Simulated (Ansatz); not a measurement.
Geometry optimisation, Ansatz 0.2.0, RKS r2SCAN/def2-SVP.

The input (input.yaml):

```yaml
crystal:
  periodic: [false, false, false]
  atoms:
    - { symbol: O, position_ang: [-1.1257, 0.3314, 1.9651] }
    - { symbol: C, position_ang: [-0.2217, 0.494, 0.9739] }
    - { symbol: C, position_ang: [-0.2813, -0.2814, -0.1257] }
    - { symbol: O, position_ang: [-1.1944, -1.21, -0.2375] }
    - { symbol: Si, position_ang: [1.0041, -0.1914, -1.4942] }
    - { symbol: H, position_ang: [-0.9737, 1.0438, 2.6489] }
    - { symbol: H, position_ang: [0.5513, 1.2615, 1.1824] }
    - { symbol: H, position_ang: [-1.7752, -1.0994, 0.5666] }
    - { symbol: H, position_ang: [2.0032, 0.8899, -1.113] }
    - { symbol: H, position_ang: [0.3578, 0.175, -2.7426] }
    - { symbol: H, position_ang: [1.721, -1.4705, -1.6034] }
basis:
  gaussian: { orbitals: def2-SVP }
hamiltonian:
  xc: r2scan
relax:
  f_tol: 0.015
  max_steps: 40
output:
  orbitals: {}
```

Run as:

```bash
$ ansatz run input.yaml --threads 2 --pin off --max-ram 3072MiB --backend cpu --events-out ev --progress --plain --runs-dir out
```

**Question.** Where does it end, and by what steps?

**Answer.** The run converged. After 6 steps the energy has fallen by 0.231 eV; C3 moved furthest, 0.06 Å.

```json
{"step": "0", "energy less start (eV)": "0.0000", "largest force component (eV/Å)": "2.878", "accepted": "yes"}
{"step": "1", "energy less start (eV)": "-0.2080", "largest force component (eV/Å)": "0.820", "accepted": "yes"}
{"step": "2", "energy less start (eV)": "-0.2292", "largest force component (eV/Å)": "0.205", "accepted": "yes"}
{"step": "3", "energy less start (eV)": "-0.2309", "largest force component (eV/Å)": "0.063", "accepted": "yes"}
{"step": "4", "energy less start (eV)": "-0.2312", "largest force component (eV/Å)": "0.043", "accepted": "yes"}
{"step": "5", "energy less start (eV)": "-0.2314", "largest force component (eV/Å)": "0.030", "accepted": "yes"}
{"step": "6", "energy less start (eV)": "-0.2314", "largest force component (eV/Å)": "0.010", "accepted": "yes"}
```

```xyz
11
Properties=species:S:1:pos:R:3
O -1.148 0.366 1.972
C -0.186 0.518 1.005
C -0.238 -0.275 -0.089
O -1.231 -1.206 -0.235
Si 1.014 -0.179 -1.472
H -1.018 1.018 2.669
H 0.592 1.272 1.158
H -1.803 -1.141 0.548
H 1.995 0.891 -1.122
H 0.355 0.155 -2.771
H 1.732 -1.478 -1.642
```

The run took 16 s on 2 threads of Intel(R) Xeon(R) Platinum 8488C (Sapphire Rapids), with other jobs on the host, peak memory 0.17 GiB.
